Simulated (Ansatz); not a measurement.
`[OH][GaH][O][SiH3]` + H–F → `[F][GaH][O][SiH3]` + H₂O at 700 K and 1 bar (ligand exchange at a Ga–O bond).

Gas-phase electronic energies from Ansatz, PBE0-D4/def2-TZVP geometries. CCSD(T)/CBS is the MP2 limit (def2-TZVPP, def2-QZVPP) plus CCSD(T) − MP2 in def2-TZVPP, frozen cores. This one scheme is used for every species. For Ga outer-core shells are correlated without core-valence functions, which leaves a few kJ/mol of doubt a bond. Scalar relativity is left out up to krypton. Each species was taken in one conformer, which may not be the lowest.

```csv
species,CCSD(T)/CBS energy (Eh),H − E (kJ/mol),S (J/(mol·K))
`[OH][GaH][O][SiH3]`,-2366.47032,207.0,471.6
H–F,-100.39570,45.2,198.5
`[F][GaH][O][SiH3]`,-2390.49581,170.6,462.2
H₂O,-76.37941,80.5,218.4
```

H − E and S are ideal-gas, rigid-rotor, harmonic terms from PBE0-D4/def2-TZVP, for one conformer and one mirror image of each species. 1 Eh = 2625.50 kJ/mol, R = 8.31446 J/(mol·K).

Question: By hand: ΔE, ΔH, ΔS and ΔG.

Answer: ΔE = (-2390.49581) + (-76.37941) − (-2366.47032) − (-100.39570) = -0.00920 Eh = -24.2 kJ/mol. Δ(H − E) = 170.6 + 80.5 − 207.0 − 45.2 = -1.1, so ΔH = -25.3 kJ/mol. ΔS = 462.2 + 218.4 − 471.6 − 198.5 = 10.5 J/(mol·K). ΔG = -25.3 − 700 × (10.5)/1000 = -32.6 kJ/mol.

Question: By hand: the equilibrium constant, and the temperature at which ΔG would vanish if ΔH and ΔS stayed fixed.

Answer: log₁₀ K = −ΔG/(RT ln 10) = 2.4. ΔH and −TΔS have one sign here, so there is no such temperature.

The number of gas molecules stays the same, so ΔS is small and ΔH decides. A doubt of 5 kJ/mol in ΔE shifts log₁₀ K by 0.4 here. Other conformers and mirror images would add mixing entropy, several J/(mol·K) or more a flexible species. Modes under 60 cm⁻¹, often nearly free rotors, make the harmonic entropy too high. These are equilibria of isolated gas molecules and say nothing of rates. Largest T1 diagnostic: 0.014 (customary marks: 0.02 for closed shells, 0.045 for open ones).

ΔS is within the doubt of such terms, so its sign, and with it that verdict, could turn.
